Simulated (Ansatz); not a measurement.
Several settings on one geometry of SiB3 (the lowest doublet isomer of a short search) (that of the charge 0 doublet, r2SCAN-D4/def2-TZVP). Ansatz on 4 threads of Arm Neoverse V1 on a shared host; times are rough.

| atom | x (Å) | y (Å) | z (Å) |
| --- | --- | --- | --- |
| B1 | -0.832 | -0.505 | 0.050 |
| B2 | -0.808 | 1.032 | 0.037 |
| B3 | 0.688 | 0.689 | -0.044 |
| Si4 | 0.952 | -1.216 | -0.043 |

Totals from different functionals, basis sets or treatments of relativity can't be compared as stabilities.

DK, ANO-RCC and x2c sets are all-electron and run with scalar relativity unless a key says otherwise.

The spins typed aren't always the lowest for that charge.

Q: Give the basis size and estimate the energy, ⟨S²⟩ and time of these runs.

```csv
run,method,charge,state,further keys
1,RKS BHLYP/cc-pVTZ-DK,1,singlet,pseudopotentials: {relativity: none}; scf: {omitted_lower_state_checks: [starts]}
2,UKS r2SCAN0-D3(BJ)/cc-pVTZ,0,doublet,forces asked
3,RKS B97/6-31G,1,singlet,scf: {omitted_lower_state_checks: [starts]}; forces asked
```

A: 
```
run  functions  energy (Eh)  ⟨S²⟩  wall time
  1        124    -363.3404     –     0.85 s
  2        124    -363.7552  0.87       11 s
  3         40    -363.3814     –     0.75 s
```

At RKS BHLYP/cc-pVTZ-DK the program marks the result for the charge 1 singlet as doubtful (missing relativity). The restricted singlet is unstable towards broken spin symmetry in Hartree–Fock (as tested in another run); at RKS BHLYP/cc-pVTZ-DK, RKS B97/6-31G this wasn't settled. At UKS r2SCAN0-D3(BJ)/cc-pVTZ the charge 0 doublet is spin-contaminated (final ⟨S²⟩ up to 0.87, 0.75 for a pure state).
